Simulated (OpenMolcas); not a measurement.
## neutral magnesium: effect of the active space

```yaml
Program: OpenMolcas
Method: CASSCF or its RAS form
Basis: ANO-L-VDZP
Scalar_Hamiltonian: non-relativistic, point nucleus
Spin-orbit_coupling: RASSI with atomic mean-field integrals over the reference wave functions, term energies averaged over their components
```

A. 2 electrons in 4 orbitals (3s 3p); 2S+1 = 3 even, 3 roots (0 in the spin-orbit step); 2S+1 = 1 even, 1 root; 2S+1 = 3 odd, 3 roots; 2S+1 = 1 odd, 3 roots; cost roughly 10 core-seconds
B. 2 electrons in 9 orbitals (RAS2 3s 3p; RAS3 3d, at most 2 electrons); 2S+1 = 3 even, 3 roots; 2S+1 = 1 even, 6 roots; 2S+1 = 3 odd, 3 roots; 2S+1 = 1 odd, 3 roots; cost roughly 27 core-seconds

Energies in cm-1 above 3s2 1S0, the measured ground level; measured values from NIST Handbook of Basic Atomic Spectroscopic Data.

```json
{"Level": "3s2 1S0", "A": "0.0", "B": "0.0", "Measured": "0.0"}
{"Level": "3s 3p 3P* 0", "A": "21787", "B": "20217", "Measured": "21850"}
{"Level": "3s 3p 3P* 1", "A": "21802", "B": "20233", "Measured": "21870"}
{"Level": "3s 3p 3P* 2", "A": "21832", "B": "20264", "Measured": "21911"}
{"Level": "3s 3p 1P* 1", "A": "40023", "B": "36052", "Measured": "35051"}
```

Deviations, from unrounded energies. A percentage is the sum of absolute deviations over the sum of measured energies, with the sign that they share, or ± where signs differ.

```tsv
Against measurement	Levels	A	B
mean absolute deviation (cm-1)	4	1300	1500
other configurations (%)	4	±5.1	±5.9
```

A lies closest to measurement on these levels. The largest miss of A in the table is 3s 3p 1P* 1, by +5000 cm-1. The ranking rests on the paired levels alone, and a cruder setting can come out closer through cancelling errors.

Between A and B the level of the table that moves most is 3s 3p 1P* 1, by 4000 cm-1 (lowest in B, highest in A).

Without dynamic correlation excited terms often stand tens of per cent too high (terms of higher spin than the ground term too low), and those without a measured partner can miss by more than the paired ones. Active for correlation alone: 3d; no level in the range computed is led by a configuration that fills it, so any true level of that kind is missing (holds for B). Measured partners are found by configuration, term and J. A level has none where our copy of the source lacks it or the pairing is in doubt (some pairs that miss far off the trend of their configuration count as doubtful), and it then counts in no deviation. Levels of configurations outside the active space are missing. Levels that lie high or do not pair safely by name in every column are left out.

* marks odd parity.
